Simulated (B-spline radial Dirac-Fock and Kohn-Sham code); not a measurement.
# Scattering functions of Dy

System: atomic dysprosium, [Xe] 4f12 (an excited configuration).

The computed values come from an atomic code on a B-spline grid: Dirac-Fock densities. f₀ is the Fourier transform of the spherical electron density, S the Waller-Hartree incoherent function, and s = sin θ/λ. The electron scattering factor follows from the Mott-Bethe formula f_e = 0.023934 Å⁻¹·(Z − f₀)/s².

```
s (Å⁻¹)      f₀       S  f_e (Å)
      0  66.000   0.000        –
   0.05  64.647   1.997   12.949
    0.1  62.219   4.696    9.049
   0.15  59.004   7.560    7.442
    0.2  55.387  10.238    6.350
   0.25  51.728  12.655    5.465
    0.3  48.249  14.877    4.721
   0.35  45.051  16.945    4.093
    0.4  42.153  18.863    3.567
   0.45  39.532  20.633    3.128
    0.5  37.148  22.270    2.762
    0.6  32.955  25.241    2.197
    0.7  29.380  27.927    1.789
    0.8  26.337  30.396    1.483
    0.9  23.788  32.681    1.247
      1  21.692  34.813    1.060
    1.1  19.990  36.809    0.910
    1.2  18.611  38.675    0.788
    1.4  16.521  41.986    0.604
    1.6  14.915  44.715    0.478
    1.8  13.492  46.925    0.388
      2  12.137  48.736    0.322
    2.5   9.110  52.173    0.218
      3   6.976  54.699    0.157
    3.5   5.722  56.656    0.118
      4   4.997  58.208    0.091
      5   4.059  60.478    0.059
      6   3.235  61.990    0.042
```

f₀ starts at the number of electrons, 66, and has fallen to half at s ≈ 0.60 Å⁻¹. The sum of ⟨r²⟩ over the electrons is 112.5 bohr². It fixes the forward electron scattering factor, f_e(0) = (a₀/3)Σ⟨r²⟩ = 19.839 Å.
